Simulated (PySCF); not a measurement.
## Electronic absorption of C5H8F3OP

Species: C5H8F3OP.
SMILES with atom numbers: `[CH3:1][O:2][CH2:3][P:4]([CH3:5])[C:6]([F:7])=[C:8]([F:9])[F:10]` (hydrogens: H11, H12, H13 on C1; H14, H15 on C3; H16, H17, H18 on C5)

Geometry (PBE0-D3(BJ)/def2-SVP, Å), atoms numbered from 1 in this order:
```
atom  x, y, z in Å
C1     2.2724   -0.9519   -0.2486
O2     1.1116   -0.1755   -0.2517
C3     0.6388    0.1266    1.0211
P4    -1.0345    0.9242    0.9737
C5    -0.7286    2.2148   -0.3129
C6    -1.9280   -0.2651   -0.1008
F7    -2.9805    0.2885   -0.7274
C8    -1.7334   -1.5706   -0.2960
F9    -2.4924   -2.3228   -1.0518
F10   -0.7635   -2.2651    0.2540
H11    2.5599   -1.1265   -1.2946
H12    2.1053   -1.9312    0.2398
H13    3.1105   -0.4445    0.2681
H14    1.3033    0.8406    1.5531
H15    0.5663   -0.7750    1.6603
H16   -0.1179    1.8171   -1.1353
H17   -0.2178    3.0678    0.1577
H18   -1.6975    2.5621   -0.6977
```

Method used: TDDFT wB97X-D/def2-SVPD, vertical, gas phase, core orbitals frozen in the response in PySCF 2.14.0, density-fitted response routines.

Q: List the vertical singlet excitations with oscillator strengths and describe the spectrum.

A: 

```json
{"state": "S1", "E (eV)": "5.91", "E (hartree)": "0.2171", "f": "0.038", "|μ| (D)": "1.30", "main configurations (H = HOMO, L = LUMO)": "H→L+1 (58%), H→L (20%)"}
{"state": "S2", "E (eV)": "6.29", "E (hartree)": "0.2313", "f": "0.270", "|μ| (D)": "3.36", "main configurations (H = HOMO, L = LUMO)": "H→L (66%), H→L+1 (22%)"}
{"state": "S3", "E (eV)": "6.77", "E (hartree)": "0.2488", "f": "0.014", "|μ| (D)": "0.74", "main configurations (H = HOMO, L = LUMO)": "H→L+2 (39%), H→L+3 (35%)"}
{"state": "S4", "E (eV)": "7.12", "E (hartree)": "0.2617", "f": "0.054", "|μ| (D)": "1.42", "main configurations (H = HOMO, L = LUMO)": "H→L+2 (25%), H→L+5 (14%), H-1→L+1 (13%)"}
{"state": "S5", "E (eV)": "7.28", "E (hartree)": "0.2676", "f": "0.022", "|μ| (D)": "0.88", "main configurations (H = HOMO, L = LUMO)": "H→L+4 (22%), H→L+6 (16%), H-1→L+1 (16%)"}
{"state": "S6", "E (eV)": "7.47", "E (hartree)": "0.2746", "f": "0.0006", "|μ| (D)": "0.15", "main configurations (H = HOMO, L = LUMO)": "H-1→L (68%), H→L+6 (11%)"}
{"state": "S7", "E (eV)": "7.63", "E (hartree)": "0.2803", "f": "0.082", "|μ| (D)": "1.68", "main configurations (H = HOMO, L = LUMO)": "H-1→L+2 (21%), H-1→L+1 (19%), H-1→L (15%)"}
{"state": "S8", "E (eV)": "7.68", "E (hartree)": "0.2822", "f": "0.023", "|μ| (D)": "0.88", "main configurations (H = HOMO, L = LUMO)": "H-1→L+2 (26%), H→L+6 (15%), H→L+4 (9%)"}
{"state": "S9", "E (eV)": "7.71", "E (hartree)": "0.2835", "f": "0.070", "|μ| (D)": "1.54", "main configurations (H = HOMO, L = LUMO)": "H→L+5 (25%), H→L+4 (20%), H-2→L (17%)"}
{"state": "S10", "E (eV)": "7.84", "E (hartree)": "0.2880", "f": "0.031", "|μ| (D)": "1.02", "main configurations (H = HOMO, L = LUMO)": "H-2→L (34%), H-2→L+2 (12%), H-1→L+2 (11%)"}
```

Triplets (Tamm–Dancoff): T1 4.25 eV, H→L (58%); T2 5.24 eV, H→L+1 (56%), H→L (12%); T3 5.73 eV, H→L+1 (16%), H-2→L (13%), H-1→L (11%); T4 6.24 eV, H-1→L+1 (14%), H-2→L+1 (13%), H→L+3 (13%).

The lowest singlet lies at 5.91 eV (210 nm, ultraviolet) and is of moderate strength; its leading configuration is HOMO→LUMO+1 (58%). The most intense listed level is S2 at 6.29 eV (197 nm, f = 0.270), 0.39 eV above S1. Löwdin shares by element: HOMO carbon 41% or more, phosphorus 34% (atoms not listed hold the other 24%); LUMO carbon 40% or more, phosphorus 23% (atoms not listed hold the other 37%). Orbital energies (eV): HOMO-3 -11.16, HOMO-2 -10.15, HOMO-1 -9.72, HOMO -8.48, LUMO 1.84, LUMO+1 2.04, LUMO+2 2.23. The oscillator strengths of these states sum to 0.603; summed over the whole spectrum of an exact calculation they would give the number of electrons, 88 (Thomas–Reiche–Kuhn). The listed states span 1.93 eV, and the widest gap between neighbours is 0.48 eV (S2 to S3). All these states lie below the vertical ionisation energy of 8.66 eV (ΔSCF). Singlets were solved by full linear response, triplets in the Tamm–Dancoff approximation.

One conformer stands for the species.
